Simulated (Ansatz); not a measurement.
This geometry of F₃H₄HfNO (10 atoms, charge 0, multiplicity 1) is a first-order saddle point.

Theory: RKS PBE0-D4/def2-SVP in Ansatz.

```xyz
10
Properties=species:S:1:pos:R:3
Hf -0.249 0.981 -0.130
N -0.400 -0.992 0.810
F -0.513 1.261 -2.011
F -2.017 1.479 0.425
F 0.869 2.229 0.790
H 0.716 -1.113 -0.070
O 1.342 -0.446 -0.710
H -0.193 -1.089 1.805
H -1.242 -1.542 0.640
H 1.685 -0.768 -1.549
```

Task: Which two structures does it join? (They come from a converged band through this point; their orientation in space is the band's.)

Result: Bonds broken: H6–O7. Bonds formed: N2–H6.

Initial state:

```xyz
10
Properties=species:S:1:pos:R:3
Hf -0.368 0.888 -0.018
N -0.656 -0.924 0.916
F -0.562 0.792 -1.942
F -2.013 1.806 0.346
F 0.911 2.028 0.847
H 1.225 -1.211 -0.412
O 1.551 -0.339 -0.691
H -0.280 -1.174 1.830
H -1.495 -1.485 0.771
H 1.687 -0.380 -1.647
```

Final state:

```xyz
10
Properties=species:S:1:pos:R:3
Hf -0.102 0.903 -0.438
N -0.275 -0.990 1.078
F -0.019 2.446 -1.585
F -2.002 0.547 -0.537
F 0.638 1.677 1.174
H 0.318 -1.752 0.746
O 1.054 -0.334 -1.403
H 0.027 -0.756 2.024
H -1.228 -1.348 1.138
H 1.589 -0.392 -2.196
```

Task: How far does it lie above each of them?

Result: 0.143 eV above the first and 1.203 eV above the second. This is the barrier of this one path; another mechanism may lie lower. The orbitals stay closed-shell, which can raise the energy where a bond breaks towards radicals; this wasn't checked here.

Time of the run: 2.1 min on 2 threads of AMD EPYC 9R45 96-Core Processor (Zen 5), with other jobs on the host, peak memory 0.32 GiB.
